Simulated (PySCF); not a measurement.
**Basis-set dependence of population analyses: `C[SiH2][Si@H]([SiH3])Cl`**

Species: CH₉ClSi₃.
Geometry (PBE0-D3(BJ)/def2-SVP, Å), atoms numbered from 1 in this order:
```xyz
14
CH9ClSi3 angstrom
C     -2.0532   -0.9211    0.4355
Si    -1.1952    0.6156    1.1071
Si     0.7057    1.1296   -0.1640
Si     2.2753   -0.6077   -0.1918
Cl     1.6286    2.7819    0.7268
H     -2.9425   -1.1657    1.0361
H     -2.3743   -0.7688   -0.6062
H     -1.3746   -1.7878    0.4606
H     -2.1087    1.8005    1.0904
H     -0.7323    0.3956    2.5132
H      0.3409    1.5081   -1.5655
H      1.6589   -1.8285   -0.8021
H      3.4839   -0.2243   -0.9822
H      2.6792   -0.9234    1.2120
```

PBE0 throughout (PySCF), one geometry, spherical d and f functions. The structure is a single PBE0-D3(BJ)/def2-SVP conformer in the gas phase; no vibrational or solvent corrections. Atoms taken as equivalent share a column and are averaged. The first 7 of 10 kinds of atom are listed.

Mulliken charges (e):

```csv
basis,functions,C1,Si2,Si3,Si4,Cl5,H6/H7/H8,H9
STO-3G,50,-0.392,+0.448,+0.363,+0.357,-0.366,+0.076,-0.109
6-31G,79,-0.818,+0.493,+0.188,+0.305,-0.311,+0.204,-0.084
pcSseg-0,79,-1.155,+0.444,+0.132,+0.105,-0.368,+0.271,+0.005
6-31G*,104,-0.769,+0.337,+0.166,+0.163,-0.270,+0.208,-0.047
cc-pVDZ,131,-0.271,+0.160,+0.162,+0.092,-0.240,+0.076,-0.024
def2-SVP,131,-0.362,+0.246,+0.218,+0.160,-0.276,+0.087,-0.041
pcSseg-1,158,-0.633,+0.343,+0.199,+0.218,-0.330,+0.154,-0.041
aug-cc-pVDZ,212,+0.418,-0.269,+0.099,-0.934,-0.506,-0.243,+0.308
"6-311+G(2d,p)",221,-0.705,+0.344,+0.129,+0.110,-0.162,+0.171,-0.045
def2-TZVP,233,-0.505,+0.104,+0.229,+0.006,-0.252,+0.150,-0.008
cc-pVTZ,292,-0.393,+0.125,+0.206,+0.049,-0.243,+0.116,-0.018
IGLO-III,301,-0.608,+0.520,+0.483,+0.486,-0.413,+0.149,-0.154
```

IAO charges (e):

```csv
basis,functions,C1,Si2,Si3,Si4,Cl5,H6/H7/H8,H9
STO-3G,50,-0.641,+0.521,+0.298,+0.392,-0.310,+0.133,-0.107
6-31G,79,-0.690,+0.374,+0.272,+0.167,-0.299,+0.166,-0.060
pcSseg-0,79,-0.690,+0.355,+0.226,+0.126,-0.277,+0.166,-0.048
6-31G*,104,-0.695,+0.462,+0.347,+0.266,-0.322,+0.159,-0.094
cc-pVDZ,131,-0.693,+0.461,+0.351,+0.261,-0.320,+0.158,-0.094
def2-SVP,131,-0.687,+0.470,+0.348,+0.272,-0.311,+0.155,-0.098
pcSseg-1,158,-0.700,+0.474,+0.351,+0.274,-0.323,+0.158,-0.097
aug-cc-pVDZ,212,-0.706,+0.464,+0.355,+0.263,-0.326,+0.161,-0.094
"6-311+G(2d,p)",221,-0.717,+0.487,+0.363,+0.287,-0.328,+0.162,-0.101
def2-TZVP,233,-0.720,+0.492,+0.370,+0.290,-0.329,+0.163,-0.103
cc-pVTZ,292,-0.717,+0.482,+0.365,+0.279,-0.328,+0.163,-0.100
IGLO-III,301,-0.720,+0.491,+0.363,+0.289,-0.323,+0.163,-0.103
```

Hirshfeld charges (e):

```tsv
basis	functions	C1	Si2	Si3	Si4	Cl5	H6/H7/H8	H9
STO-3G	50	-0.122	+0.292	+0.307	+0.258	-0.310	+0.013	-0.079
6-31G	79	-0.184	+0.224	+0.166	+0.185	-0.170	+0.048	-0.065
pcSseg-0	79	-0.192	+0.249	+0.193	+0.200	-0.178	+0.040	-0.067
6-31G*	104	-0.184	+0.221	+0.163	+0.192	-0.152	+0.050	-0.069
cc-pVDZ	131	-0.196	+0.241	+0.175	+0.204	-0.140	+0.047	-0.074
def2-SVP	131	-0.201	+0.247	+0.179	+0.208	-0.133	+0.047	-0.076
pcSseg-1	158	-0.205	+0.248	+0.184	+0.207	-0.146	+0.047	-0.074
aug-cc-pVDZ	212	-0.214	+0.244	+0.173	+0.202	-0.137	+0.049	-0.072
6-311+G(2d,p)	221	-0.205	+0.244	+0.169	+0.206	-0.136	+0.048	-0.073
def2-TZVP	233	-0.208	+0.240	+0.170	+0.202	-0.133	+0.049	-0.073
cc-pVTZ	292	-0.208	+0.241	+0.173	+0.201	-0.137	+0.049	-0.073
IGLO-III	301	-0.212	+0.242	+0.179	+0.200	-0.129	+0.048	-0.072
```

ESP-fitted charges (e):

| basis | functions | C1 | Si2 | Si3 | Si4 | Cl5 | H6/H7/H8 | H9 |
| --- | --- | --- | --- | --- | --- | --- | --- | --- |
| STO-3G | 50 | -0.456 | +0.355 | +0.315 | +0.186 | -0.340 | +0.109 | -0.081 |
| 6-31G | 79 | -0.547 | +0.395 | +0.203 | +0.204 | -0.288 | +0.148 | -0.098 |
| pcSseg-0 | 79 | -0.692 | +0.450 | +0.213 | +0.158 | -0.286 | +0.180 | -0.100 |
| 6-31G* | 104 | -0.477 | +0.382 | +0.076 | +0.192 | -0.200 | +0.133 | -0.100 |
| cc-pVDZ | 131 | -0.406 | +0.352 | +0.042 | +0.165 | -0.166 | +0.115 | -0.094 |
| def2-SVP | 131 | -0.424 | +0.379 | +0.048 | +0.185 | -0.161 | +0.117 | -0.102 |
| pcSseg-1 | 158 | -0.489 | +0.463 | +0.058 | +0.253 | -0.196 | +0.128 | -0.119 |
| aug-cc-pVDZ | 212 | -0.468 | +0.404 | -0.004 | +0.187 | -0.159 | +0.128 | -0.102 |
| 6-311+G(2d,p) | 221 | -0.467 | +0.407 | -0.015 | +0.195 | -0.154 | +0.128 | -0.104 |
| def2-TZVP | 233 | -0.459 | +0.413 | -0.004 | +0.200 | -0.149 | +0.125 | -0.108 |
| cc-pVTZ | 292 | -0.460 | +0.406 | +0.006 | +0.200 | -0.154 | +0.126 | -0.106 |
| IGLO-III | 301 | -0.438 | +0.420 | -0.085 | +0.217 | -0.118 | +0.120 | -0.108 |

Some averages cover members that differ in this geometry, most widely: H6/H7/H8, Mulliken in aug-cc-pVDZ -0.336 to -0.183; H6/H7/H8, ESP-fitted in pcSseg-0 +0.170 to +0.197 e.

Which scheme is steadiest as the basis changes?

Largest range over the bases for any column: Hirshfeld 0.18 e, IAO 0.27 e, ESP-fitted 0.40 e, Mulliken 1.57 e. Hirshfeld charges move least and Mulliken charges most, counted in e. Without the minimal STO-3G basis the ranges are Hirshfeld 0.05, IAO 0.16, ESP-fitted 0.30, Mulliken 1.57 e.

How much do the charges still move between the two largest bases, cc-pVTZ and IGLO-III?

At most, over all atoms: Mulliken 0.437 e, IAO 0.010 e, Hirshfeld 0.008 e, ESP-fitted 0.091 e.

What do the same runs give for the total energy, the frontier levels and the dipole moment?

```csv
basis,energy (Eh),HOMO (eV),LUMO (eV),μ (D)
STO-3G,-1356.2025,-5.43,4.15,3.26
6-31G,-1371.4904,-7.75,-0.68,3.45
pcSseg-0,-1370.0069,-8.02,-0.97,3.12
6-31G*,-1371.5992,-7.60,-0.74,2.83
cc-pVDZ,-1371.6755,-7.57,-0.67,2.49
def2-SVP,-1371.2277,-7.59,-0.69,2.35
pcSseg-1,-1371.6207,-7.75,-0.90,2.61
aug-cc-pVDZ,-1371.6850,-7.62,-0.94,2.46
"6-311+G(2d,p)",-1371.7302,-7.64,-1.00,2.43
def2-TZVP,-1371.7356,-7.61,-0.89,2.32
cc-pVTZ,-1371.7497,-7.61,-0.85,2.38
IGLO-III,-1371.7303,-7.59,-0.85,2.17
```

The dipole is fixed by the density alone, so its range of 1.28 D shows that the density itself changes with the basis, not only its division among atoms.
